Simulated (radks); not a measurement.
Values are calculated unless marked as measured or tabulated.
Ionisation ladder of praseodymium, from Pr I to Pr XII. Each ion is in the ground configuration listed by NIST, and IE = E(next ion) - E(this ion). Level of theory: scalar-relativistic Kohn-Sham, PBE, spin-polarised, spherical densities, point nucleus; open shells are filled with parallel spins first (spin-orbit coupling, left out, can overturn this in heavy ions) (a radial shooting solver on a logarithmic mesh with Libxc functionals).

| species | configuration | E (hartree) | IE, Delta-SCF (eV) | IE, NIST (eV) | kind | error (eV) |
|---|---|---|---|---|---|---|
| Pr I | [Xe] 4f3 6s2 | -9237.3800 | 5.420 | 5.470 | semi-emp. | -0.050 |
| Pr II | [Xe] 4f3 6s1 | -9237.1808 | 10.874 | 10.63 | semi-emp. | +0.243 |
| Pr III | [Xe] 4f3 | -9236.7812 | 22.260 | 21.624 | exp. | +0.636 |
| Pr IV | [Xe] 4f2 | -9235.9631 | 39.527 | 38.98 | semi-emp. | +0.546 |
| Pr V | [Xe] 4f1 | -9234.5105 | 59.120 | 57.53 | semi-emp. | +1.590 |
| Pr VI | [Xe] | -9232.3379 | 89.045 | 82 | theory | +7.045 |
| Pr VII | [Kr] 4d10 4f1 5s2 5p4 | -9229.0656 | 93.876 | 97 | theory | -3.124 |
| Pr VIII | [Kr] 4d10 4f1 5s2 5p3 | -9225.6157 | 112.01 | 112 | theory | 0.0 |
| Pr IX | [Kr] 4d10 4f1 5s2 5p2 | -9221.4993 | 129.64 | 131 | theory | -1.4 |
| Pr X | [Kr] 4d10 4f2 5s2 | -9216.7350 | 141.64 | 148 | theory | -6.4 |
| Pr XI | [Kr] 4d10 5s2 5p1 | -9211.5300 | 159.75 | 162 | theory | -2.3 |
| Pr XII | [Kr] 4d10 5s2 | -9205.6594 | 200.16 | 196 | theory | +4.2 |

Reference values: NIST Atomic Spectra Database (exp. = measured, semi-emp. = semi-empirical, theory = theoretical value adopted there). The ionisation energy per charge of the ion left behind rises most, in proportion, at Pr III ([Xe] 4f3), from 5.437 to 7.420 eV. Against the entries that are not theoretical the mean signed error is +1.7 % and the largest +2.9 %. Open shells are spherical and high-spin; term and fine-structure splittings are not resolved. Spin-orbit splitting is averaged out at the scalar-relativistic level.
